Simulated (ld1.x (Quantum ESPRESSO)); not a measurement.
# Varying the PAW potential for lithium (Li)

Base potential:

ld1.x (Quantum ESPRESSO) 7.5 input, shortened:

```
&input
   title='Li', zed=3., rel=1, dft='PW91', iswitch=3,
   config='[He] 2s0.5 2p0'
 /
 &inputp
   pseudotype=3, lpaw=.true., tm=.true., lloc=-1, rcloc=3.75,
   nlcc=.false.,
   which_augfun='BESSEL', rmatch_augfun=0.95
 /
4
1S  1  0   2.00   0.00  0.90  1.10  0.0
2S  2  0   0.50   0.00  0.90  1.10  0.0
2P  2  1   0.00   0.00  4.20  4.70  0.0
2P  2  1   0.00   2.30  4.20  4.70  0.0
 &test
   configts(1)='1s2 2s0.5 2p0'
 /
```

Cutoffs, loose and tight: the cutoffs (Ry, on a coarse ladder) from which the occupation-weighted sum of valence levels, in a spherical-Bessel basis at the reference potential, stays within 10 and 1 mRy of its value at 400 Ry. They do not see the model core or the augmentation charge, which bear on the density cutoff. Test errors are all-electron minus pseudo excitation energies from the reference, over the configurations 1s2 2s1 2p0; 1s2 2s0 2p0; 1s2 2s0 2p1; 1s1 2s1 2p0. A dash means not determined; rows that change the core or the reference have their own tests.

A true bound ghost makes a file unfit for plane-wave use even where its test errors are small: the radial tests pick states by their node count and pass the ghost by.

| change | outcome | cutoff, loose | cutoff, tight | bound ghosts | largest test error (meV) |
| --- | --- | --- | --- | --- | --- |
| base | generated | 45 Ry | 70 Ry | none | test run stopped at test 1 of 4 (negative rho) |
| all radii scaled by about 0.74 (s 0.82, p 3.50 bohr, rcut 0.68/3.14); local potential all-electron potential smoothed inside 2.80 bohr (lloc = -1); augmentation BESSEL, radius 0.70 bohr | generated | 70 Ry | 90 Ry | none | -122 |
| all radii scaled by about 0.85 (s 0.94, p 3.98 bohr, rcut 0.76/3.56); local potential all-electron potential smoothed inside 3.18 bohr (lloc = -1); augmentation BESSEL, radius 0.80 bohr | generated | 55 Ry | 80 Ry | none | -171 |
| all radii scaled by about 0.94 (s 1.04, p 4.40 bohr, rcut 0.84/3.94); local potential all-electron potential smoothed inside 3.52 bohr (lloc = -1); augmentation BESSEL, radius 0.90 bohr | generated | 45 Ry | 70 Ry | none | -142 |
| all radii scaled by about 1.09 (s 1.20, p 5.14 bohr, rcut 0.98/4.58); local potential all-electron potential smoothed inside 4.10 bohr (lloc = -1); augmentation BESSEL, radius 1.04 bohr | generated | 45 Ry | 60 Ry | none | test run stopped at test 1 of 4 (negative rho) |
| all radii scaled by about 1.19 (s 1.30, p 5.58 bohr, rcut 1.06/4.98); local potential all-electron potential smoothed inside 4.44 bohr (lloc = -1); augmentation BESSEL, radius 1.12 bohr | generated | 40 Ry | 55 Ry | none | test run stopped at test 1 of 4 (negative rho) |
| all radii scaled by about 1.37 (s 1.50, p 6.44 bohr, rcut 1.24/5.76); local potential all-electron potential smoothed inside 5.14 bohr (lloc = -1); augmentation BESSEL, radius 1.30 bohr | failed: compute_chi: phi_in too large before r_c | – | – | – | – |

(1) What comes out with this change to the base: all radii scaled by about 1.29 (s 1.42, p 6.04 bohr, rcut 1.16/5.40); local potential all-electron potential smoothed inside 4.82 bohr (lloc = -1); augmentation BESSEL, radius 1.22 bohr?

## Answers

(1) outcome: generated; cutoff, loose: 40 Ry; cutoff, tight: 50 Ry; bound ghosts: p; largest test error (meV): test run stopped at test 1 of 4 (negative rho).

Reading the sweep of the scale of all radii (base = 1) (base included, trends over the rows without a ghost): The loose cutoff falls from 70 Ry at 0.74 to 40 Ry at 1.19. A larger radius leaves more room for a smooth pseudo-wave, so fewer plane waves are needed; a smaller one forces it to follow the all-electron wave where it bends sharply. Bound ghosts are found at 1.29. The generation fails at 1.37.
